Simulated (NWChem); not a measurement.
# NH3TeO; SMILES N[Te]O

```xyz
6

Te     0.3387     0.0005    -0.0045
O     -0.9029    -1.5762    -0.0682
H     -1.1151    -1.8046     0.8458
N     -0.9042     1.5759    -0.0055
H     -1.4838     1.6770     0.8233
H     -1.4594     1.6806    -0.8509
```
Atoms are numbered in this order, from 1.

The geometry was optimised at PBE0/def2-SVP. def2 effective core potentials on Te; no spin-orbit coupling.

Q: List the 6 lowest vertical singlet excitations from LRC-wPBEh/def2-SVP with def2 effective core potentials on Te, full TDDFT (NWChem).

A: 
| state | energy (eV) | oscillator strength | leading excitation (squared amplitude) |
|---|---|---|---|
| S1 | 3.70 | 0.001 | HOMO → LUMO (0.98) |
| S2 | 4.53 | 0.005 | HOMO → LUMO+1 (0.97) |
| S3 | 5.73 | 0.016 | HOMO−1 → LUMO (0.68) |
| S4 | 6.08 | 0.004 | HOMO−1 → LUMO+1 (0.74) |
| S5 | 6.57 | 0.055 | HOMO−2 → LUMO+1 (0.43) |
| S6 | 7.55 | 0.078 | HOMO−2 → LUMO+1 (0.38) |
